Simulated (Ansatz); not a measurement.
```yaml
crystal:
  periodic: [false, false, false]
  atoms:
    - {symbol: C, position_ang: [-0.577871, 1.037856, 0.822116]}
    - {symbol: h, position_ang: [0.405862, 0.459964, -0.233486]}
    - {symbol: Al, position_ang: [0.617410, -1.597670, -0.750000]}
    - {symbol: F, position_ang: [-0.439361, -2.224453, -1.866562]}
    - {symbol: H, position_ang: [-1.446860, 1.310671, 0.193282]}
    - {symbol: H, position_ang: [-0.958802, 0.355755, 1.583369]}
    - {symbol: H, position_ang: [-0.255481, 1.974221, 1.284753]}
    - {symbol: H, position_ang: [1.051449, 1.268502, -0.851095]}
    - {symbol: H, position_ang: [1.692154, -2.631147, -0.199576]}
basis:
  gaussian: {orbitals: 6-31G, point_charges: [{charge: 2.00, position_ang: [5.004, -0.121, -0.608]}]}
hamiltonian: {xc: {name: PBE-QIDH}}
output: {forces: true}
```

```sh
$ ansatz run in.yaml --threads 2 --pin off --events-out ev --progress --plain --max-ram 4352MiB
```

It prints (some lines left out):

```
Error: YAML parse error: error: line 5 column 16: `h` is not an element symbol (H … Og, case-exact)
 --> <input>:5:16
3 |   atoms:
4 |     - {symbol: C, position_ang: [-0.577871, 1.037856, 0.822116]}
5 |     - {symbol: h, position_ang: [0.405862, 0.459964, -0.233486]}
6 |     - {symbol: Al, position_ang: [0.617410, -1.597670, -0.750000]}
7 |     - {symbol: F, position_ang: [-0.439361, -2.224453, -1.866562]}
```

Something in this input is off. What?

An element symbol is wrong. The program refused the input.
